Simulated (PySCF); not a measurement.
Screening by computed properties: pick the candidate that meets the target.

All species are isolated and taken at one optimised geometry, non-relativistic unless stated. Electronic properties by PySCF.

The conformers computed, where there is a choice (atom-mapped SMILES and torsion angles):
- `[CH3:1][C:2]([Cl:3])([Cl:4])[C:5]#[C:6][C:7]([NH2:8])=[O:9]`: H–N8–C7–C6 180°, H–N8–C7–C6 0°
- `[CH3:1][NH:2][NH:3][CH:4]1[CH2:5][CH2:6]1`: C1–N2–N3–C4 84°, N2–N3–C4–C5 142°
- `[CH3:1][O:2][CH2:3][CH2:4]/[P:5]=[C:6](\[CH3:7])[F:8]`: C1–O2–C3–C4 -71°, O2–C3–C4–P5 -35°, C3–C4–P5–C6 -78°
- `[F:1][C:2]([F:3])([F:4])[CH:5]1[SiH2:6][CH2:7][SiH2:8]1`: F1–C2–C5–Si6 -52°
- `[CH2:1]=[CH:2][n:3]1[n:4][cH:5][cH:6][c:7]1[C:8]#[N:9]`: C1–C2–N3–N4 0°

The conformers of `NN1CCCC1` aren't listed.

Question: Wanted: smallest rotational constant above 2.2 GHz (GFN2-xTB) and HOMO–LUMO gap below 9.8 eV (CAM-B3LYP/def2-SVPD), at GFN2-xTB geometries. Which candidate meets both?
A. `CNNC1CC1`
B. `n1ncc(C)nc1C#C`
C. `CC(Cl)(Cl)C#CC(N)=O`
D. `C1CP1`
E. `CN1CCN1C`

Answer: E. Computed values:
```csv
species,smallest rotational constant,HOMO–LUMO gap
CC(Cl)(Cl)C#CC(N)=O,0.527 GHz,8.93 eV
n1ncc(C)nc1C#C,0.960 GHz,7.35 eV
CNNC1CC1,1.914 GHz,9.49 eV
CN1CCN1C,2.465 GHz,8.55 eV
C1CP1,7.745 GHz,10.07 eV
```

Question: Wanted: static isotropic polarisability above 90 au (CAM-B3LYP/def2-SVPD) and lowest triplet excitation (Tamm–Dancoff) above 4.2 eV (TDA CAM-B3LYP/def2-SVPD), at GFN2-xTB geometries. Which candidate meets both?
A. `COCC/P=C(\C)F`
B. `CN1CCN1C`
C. `CC(Cl)(Cl)C#CC(N)=O`
D. `[H]/P=C\C`
E. `CC1=NC=C(C#N)C=N1`
F. `NN1CCCC1`

Answer: C. Computed values:
```
            species  static isotropic polarisability  lowest triplet excitation (Tamm–Dancoff)
          [H]/P=C\C                          52.3 au                                   2.82 eV
           NN1CCCC1                          62.7 au                                   5.12 eV
           CN1CCN1C                          65.2 au                                   5.58 eV
  CC1=NC=C(C#N)C=N1                          86.5 au                                   3.91 eV
      COCC/P=C(\C)F                          92.8 au                                   2.58 eV
CC(Cl)(Cl)C#CC(N)=O                         101.4 au                                   4.44 eV
```

Question: Wanted: electronic spatial extent ⟨r²⟩ about the centre of nuclear charge between 1260 bohr² and 1340 bohr² (CAM-B3LYP/def2-SVPD) and lowest singlet excitation above 6.7 eV (TDDFT CAM-B3LYP/def2-SVPD), at GFN2-xTB geometries. Which candidate meets both?
A. `CN1CCN1C`
B. `COCC/P=C(\C)F`
C. `C1CP1`
D. `Cc1ncc(C#N)cn1`
E. `C#Cc1nncc(C)n1`
F. `[H]/P=C\C`
G. `FC(F)(F)C1[SiH2]C[SiH2]1`

Answer: G. Computed values:
| species | electronic spatial extent ⟨r²⟩ about the centre of nuclear charge | lowest singlet excitation |
| --- | --- | --- |
| C1CP1 | 216 bohr² | 6.60 eV |
| [H]/P=C\C | 280 bohr² | 4.88 eV |
| CN1CCN1C | 580 bohr² | 5.76 eV |
| C#Cc1nncc(C)n1 | 1165 bohr² | 3.30 eV |
| Cc1ncc(C#N)cn1 | 1232 bohr² | 4.39 eV |
| FC(F)(F)C1[SiH2]C[SiH2]1 | 1295 bohr² | 6.75 eV |
| COCC/P=C(\C)F | 1378 bohr² | 5.04 eV |

Question: Wanted: dipole moment above 3 D (CAM-B3LYP/def2-SVPD) and HOMO energy below -8.7 eV (CAM-B3LYP/def2-SVPD), at GFN2-xTB geometries. Which candidate meets both?
A. `CN1CCN1C`
B. `c1c(C#N)cnc(n1)C`
C. `C=Cn1nccc1C#N`
D. `C1CP1`
E. `FC(F)(F)C1[SiH2]C[SiH2]1`
F. `[H]/P=C\C`
G. `COCC/P=C(\C)F`

Answer: E. Computed values:
```
                 species  dipole moment  HOMO energy
                CN1CCN1C         0.78 D     -7.01 eV
                   C1CP1         1.13 D     -8.78 eV
               [H]/P=C\C         1.55 D     -8.49 eV
           C=Cn1nccc1C#N         2.32 D     -8.63 eV
        c1c(C#N)cnc(n1)C         2.95 D     -9.34 eV
FC(F)(F)C1[SiH2]C[SiH2]1         3.19 D     -9.80 eV
           COCC/P=C(\C)F         3.38 D     -7.90 eV
```
